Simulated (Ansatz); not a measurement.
Consider the cleavage of the Al–B bond: `C[Se][BH][AlH2]` + `OC[SiH](F)F` → `F[SiH](F)C[O][AlH2]` + `B[Se]C`.

Gas-phase electronic energies from Ansatz, PBE0-D4/def2-TZVP geometries. CCSD(T)/CBS adds triple-zeta CCSD(T) − MP2 to the extrapolated MP2 energy (def2 sets, frozen cores). DFT in def2-TZVPP. B3LYP here is the variant with VWN-RPA as its local correlation; programs differ in this. For Se outer-core shells are correlated without core-valence functions, which leaves a few kJ/mol of doubt a bond. Scalar relativity is left out up to krypton. Each species was taken in one conformer, which may not be the lowest.

```
             level  ΔE (kJ/mol)  difference from CCSD(T)/CBS
            PBE-D4       -142.4                         17.0
         r2SCAN-D4       -157.6                          1.8
          B3LYP-D4       -164.5                         -5.1
           ωB97X-V       -159.9                         -0.5
           ωB97M-V       -163.2                         -3.8
            B2PLYP       -169.0                         -9.6
               PBE       -143.3                         16.1
            r2SCAN       -157.7                          1.7
              PBE0       -147.1                         12.3
             B3LYP       -166.2                         -6.8
     HF/def2-TZVPP       -177.5                        -18.1
    MP2/def2-TZVPP       -169.6                        -10.2
SCS-MP2/def2-TZVPP       -171.0                        -11.6
CCSD(T)/def2-TZVPP       -160.3                         -0.9
     HF/def2-QZVPP       -179.1                        -19.7
      HF/CBS(def2)       -179.3                        -19.9
       CCSD(T)/CBS       -159.4                            0
```

Largest T1 diagnostic among the species: 0.014.

In def2-TZVPP, CCSD(T) changes the Hartree–Fock value by +17.2 kJ/mol (the triples alone add +2.5 kJ/mol) and MP2 by +7.9 kJ/mol. From PBE to PBE0 (25 % exact exchange), in def2-TZVPP and without D4, ΔE moves by −3.8 kJ/mol.
